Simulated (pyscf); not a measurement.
H₃C–Se• → •H₂C–SeH (hydrogen shift; doublet surface; C–H broken, H–Se formed). Single points on ωB97X-D3(BJ)/def2-SVP structures (PySCF, gas phase). MP2 and CC: frozen core, UHF for open shells. ΔMP2 is the change of the MP2 total energy from the triple- to the quadruple-zeta basis. Energies in kcal/mol from the reactant's lowest minimum found.

```
level                             barrier  reaction energy
--------------------------------  -------  ---------------
ωB97X-D3(BJ)/def2-TZVP               49.2            +21.5
r²SCAN/def2-TZVP                        ?            +18.0
M06-2X/def2-TZVP                     52.0            +26.0
ωB97M-D3(BJ)/def2-TZVP               49.7            +23.0
MP2/def2-QZVPP                       48.8            +22.4
CCSD/def2-TZVPP                      49.9            +21.6
CCSD(T)/def2-TZVPP + ΔMP2(QZVPP)        ?                ?
```

Task: Fill in the missing entries.

Result: 
- r²SCAN/def2-TZVP, barrier: 44.1
- CCSD(T)/def2-TZVPP + ΔMP2(QZVPP), barrier: 47.4
- CCSD(T)/def2-TZVPP + ΔMP2(QZVPP), reaction energy: +20.8

This is the saddle that the search found; another between the same sides may lie lower. The CCSD(T) − MP2 part came from Ansatz, without density fitting, on the same reference. The frozen core leaves the outer d or s,p core shells of the metals and heavy elements correlated in the MP2 and CC values, and def2-TZVPP describes them poorly, which can shift differences by a few kcal/mol. Elements up to Kr have no core potential and no relativistic terms here.
